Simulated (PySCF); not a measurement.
# What a mistake does to a calculation on CH9NSi2

These are calculations, not measurements. They come from PySCF 2.14.0, an open-source quantum chemistry program, on an isolated molecule that a program drew, which may never have been made. The molecule is CH9NSi2 (charge 0, singlet), drawn as the SMILES string `NC([SiH3])[SiH3]`.

Each row is a Hartree-Fock (HF) and frozen-core CCSD(T) single point in the cc-pV(D+d)Z basis, meant for a local HF minimum. Run 1 is clean. Each other run has one planted mistake out of seven kinds, and not every kind appears here: one electron removed, one electron added, multiplicity raised by two, geometry at a saddle point, minimal basis STO-3G, one bond length entered in bohr, all coordinates scaled. The reference is restricted for singlets and unrestricted otherwise, and also for a bond in bohr. Adding or removing an electron swaps singlet and doublet. Electrons count all cores. HOMO and LUMO are orbital energies over both spins, the gradient is its largest component, and the lowest frequency (negative if imaginary) is given only where the gradient is small. Bond lengths are over the 12 bonds as drawn. T1 is the CCSD diagnostic: over 0.02 (restricted) or 0.045 (unrestricted) a single reference is doubtful.

Geometry of the clean run:
```xyz
13
CH9NSi2, angstrom
N     0.2107   -1.4647   -1.5127
C     0.3732   -0.4883   -0.4110
Si   -1.2744    0.4346   -0.2349
Si    1.9387    0.5733   -0.5708
H     0.9902   -2.1005   -1.5487
H     0.1912   -0.9941   -2.4027
H     0.4665   -1.0587    0.5218
H    -2.3454   -0.5009    0.1730
H    -1.1612    1.5139    0.7775
H    -1.6386    1.0461   -1.5370
H     2.1341    1.4602    0.6016
H     3.1179   -0.3198   -0.7026
H     1.8565    1.4064   -1.7973
```

```
run,electrons,basis functions,<S^2>,HOMO (eV),LUMO (eV),gradient (hartree/bohr),lowest frequency (cm^-1),mean bond (Å),longest bond (Å),T1,HF (hartree),CCSD(T) (hartree),mistake
1,50,119,0.000,-9.93,3.84,2.0e-05,133,1.4406,1.898,0.0108,-675.41378,-676.02542,no fault
2,50,119,2.012,-2.58,0.27,5.1e-02,-,1.4406,1.898,0.0345,-675.19871,-675.80618,multiplicity raised by two
3,51,119,0.759,3.25,8.41,2.7e-02,-,1.4406,1.898,0.0283,-675.28244,-675.92497,?
4,50,119,0.842,-10.32,2.91,2.3e-02,-,1.5152,1.902,0.0440,-675.29729,-675.89646,?
```

**Which mistake was planted in run 3, and what did it cost?**

It counts 51 electrons, one more than the clean run, at the same geometry and basis. So the mistake is: one electron added. Subtracting run 1 and multiplying by 627.51 kcal/mol a hartree, the energy moved by 82.4 kcal/mol in HF and 63.0 kcal/mol in CCSD(T).

**Which mistake was planted in run 4, and what did it cost?**

The mean bond changes by a factor of 1.052 and the longest by 1.002, so the molecule wasn't scaled as a whole. A length L in bohr read as angstrom grows by (1/0.5292 - 1) L = 0.890 L. The 12 bonds together grew by 12 x 0.0746 = 0.895 Å, which gives L = 1.006 Å. That is the length of one of the H-N bonds, 1.007 Å in the clean geometry. So the mistake is: one bond length entered in bohr. Subtracting run 1 and multiplying by 627.51 kcal/mol a hartree, the energy moved by 73.1 kcal/mol in HF and 80.9 kcal/mol in CCSD(T).

Cautions from the logs. Run 3: the HOMO is above zero, so the electron isn't bound and the energy depends on the basis.
